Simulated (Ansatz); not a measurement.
**Au2O(H2O)2 in a box, plane waves**

Ansatz 0.2.0, DFT PBE, spin-orbit coupling, plane waves, PAW, molecule in a box. The geometry was relaxed with Gaussian bases (TPSS; Au def2-SVP with ECP60, O def2-SVP, H def2-SVP).

```yaml
crystal:
  lattice:
    - [10.55, 0.0, 0.0]
    - [0.0, 9.63, 0.0]
    - [0.0, 0.0, 17.78]
  atoms:
    - { symbol: Au, position: [0.5001545, 0.49258879, 0.60752137] }
    - { symbol: Au, position: [0.5001545, 0.50724299, 0.39232508] }
    - { symbol: O, position: [0.5001545, 0.49991589, 0.49992351] }
    - { symbol: O, position: [0.5001545, 0.48142056, 0.72814061] }
    - { symbol: H, position: [0.57376872, 0.53254206, 0.74675309] }
    - { symbol: H, position: [0.42654028, 0.53254206, 0.74675309] }
    - { symbol: O, position: [0.5001545, 0.51841121, 0.27170585] }
    - { symbol: H, position: [0.57376872, 0.46728972, 0.25309336] }
    - { symbol: H, position: [0.42654028, 0.46728972, 0.25309336] }
basis:
  ecutwfc: 420
  ecutrho_ratio: 4
kpoints:
  mp_grid: { grid: [1, 1, 1] }
hamiltonian:
  xc: pbe
scf:
  occupations: { method: gaussian, width: 0.01 }
output:
  forces: true
  eigenvalues: true
  populations: true
  write_density: true
  write_potential: true
  elf: true
  volumetric_format: npy
magnetization:
  noncollinear: true
  spin_orbit: true
```

Command:
```sh
ansatz run input.yaml --threads 2 --pin off --max-ram 5120MiB --backend cpu --events-out ev --progress --plain --runs-dir out
```
It took 33 s on 2 threads of Arm Neoverse V1, with other jobs on the host, peak memory 2.4 GiB.

Problem. How does the SCF go?

Solution. 
```
SCF iter   1: F=—  HF=-28139.708902 eV  |F-HF|=—  |Δ(HF+E_count)|=         —  Δρ=3.24e-2
preconditioner: auto → Resta (q_TF=auto, 1.547 Å⁻¹)  ε∞=1.4  [insulator: Δε(μ)=2.323 eV  Ē_g=9.038 eV  σ=0.010 eV  W_gap=1.00  n_s
spin=Noncollinear: Resta preconditioning applied to the charge; magnetization (m_x, m_y, m_z) channels mix plain (no charge-respon
SCF iter   2: F=—  HF=-28134.412825 eV  |F-HF|=—  |Δ(HF+E_count)|=    5.30e0  Δρ=1.31e-2
SCF iter   3: F=—  HF=-28134.002871 eV  |F-HF|=—  |Δ(HF+E_count)|=   4.10e-1  Δρ=8.19e-3
...
SCF iter   6: F=—  HF=-28133.841269 eV  |F-HF|=—  |Δ(HF+E_count)|=   8.28e-4  Δρ=2.77e-4
SCF iter   7: F=—  HF=-28133.841179 eV  |F-HF|=—  |Δ(HF+E_count)|=   9.03e-5  Δρ=8.85e-5
SCF iter   8: F=—  HF=-28133.841164 eV  |F-HF|=—  |Δ(HF+E_count)|=   1.43e-5  Δρ=1.79e-5
SCF iter   9: F=—  HF=-28133.841260 eV  |F-HF|=—  |Δ(HF+E_count)|=   9.52e-5  Δρ=5.26e-6
SCF iter  10: F=-28133.841260 eV  HF=-28133.841260 eV  |F-HF|=7.79e-9  |Δ(HF+E_count)|=   3.90e-9  Δρ=1.04e-6
```

Problem. Which levels lie next to the highest filled one (eV, counted from it)?

Solution. Filled: -2.04, -2.04, -2.02, -2.02, -1.80, -1.80, -0.37, -0.37, 0.00, 0.00. Empty: 0.98, 0.98, 1.64, 1.64, 2.63, 2.63, 3.26, 3.26.

Problem. What forces are left at this geometry, relaxed with Gaussian bases (eV/Å)?

Solution. 
```
Au   0.00  0.05 -0.21
Au   0.00 -0.05  0.21
O    0.00  0.00  0.00
O    0.00  0.10  0.09
H   -0.09 -0.06 -0.16
H    0.09 -0.06 -0.16
O    0.00 -0.10 -0.09
H   -0.09  0.06  0.16
H    0.09  0.06  0.16
```

The highest of the empty levels listed lie near the vacuum level and may be states of the box.

The forces come from the other functional as well as from the basis.

No frequency check is given that shows the relaxed geometry to be a minimum.
